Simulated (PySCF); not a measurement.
F$_{5}$Mo (SMILES [F][Mo]([F])([F])([F])[F]), doublet, at a GFN2-xTB geometry (such geometries of metal compounds can be far from the true shape) (the multiplicity is a formal guess) (core potentials on Mo).

PySCF was given this input:
```python
from pyscf import gto, scf, dft

mol = gto.Mole()
mol.atom = '''
    Mo    0.02633584   -0.02156110    0.09042112
    F     0.49885408   -0.40841101    1.71275931
    F    -1.40984929    0.59651184   -0.90024484
    F     0.97478526    1.40967311    0.28674227
    F     0.66843933    0.01047927   -1.64530278
    F    -0.85512995   -1.50763472    0.12408079
'''
mol.basis = 'def2-svp'
mol.ecp = {'Mo': 'def2-svp'}
mol.spin = 1
mol.verbose = 4
mol.build()

mf = dft.UKS(mol)
mf.xc = 'pbe'
mf.kernel()
```

Task: What total energy does PBE/def2-SVP run with PySCF give?

Result: -566.742298 Ha

Task: What nuclear repulsion energy does PBE/def2-SVP give?

Result: 346.9352 Eh

Task: What is the computed Mulliken (on the basis functions themselves) charges in atom order (PBE/def2-SVP)?

Result: Mo1 1.16, F2 -0.23, F3 -0.25, F4 -0.22, F5 -0.25, F6 -0.22

These values belong to the state on which the SCF converged, which isn't shown to be the lowest.

Task: Roughly what does it cost on one core?

Result: about 17 core-seconds (a rough figure).
